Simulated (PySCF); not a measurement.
Vibration and rotation of SeH

UHF-CCSD(T) constants of SeH, ²Π (doublet), unpaired electrons π ↑ (H def2-TZVP, Se def2-TZVP; no relativity (PySCF 2.14); masses 1.0078 and 79.9165 u):

```
ωe           : 2430.5 cm⁻¹
ωexe         : 42.7 cm⁻¹
Be           : 7.8241 cm⁻¹
αe           : 0.215 cm⁻¹
De to H + Se : 3.21 eV
```

Q: What force constant and bond length do these constants imply?

A: Reduced mass μred = 0.99527 u; k = 5.8918×10⁻⁷·μred·ωe² (u, cm⁻¹, mdyn/Å) = 3.46 mdyn/Å; Re = √(16.8576/(μred·Be)) (u, cm⁻¹, Å) = 1.471 Å.

Q: Estimate the centrifugal constant D from the Kratzer relation and find the Dunham coefficient a1.

A: D = 4Be³/ωe² = 0.000324 cm⁻¹; a1 = −1 − αeωe/(6Be²) = -2.42.

Correlated steps freeze 9 core orbitals. Spin–orbit coupling is left out. The state was picked by a PBE0 search and need not be the measured ground state.
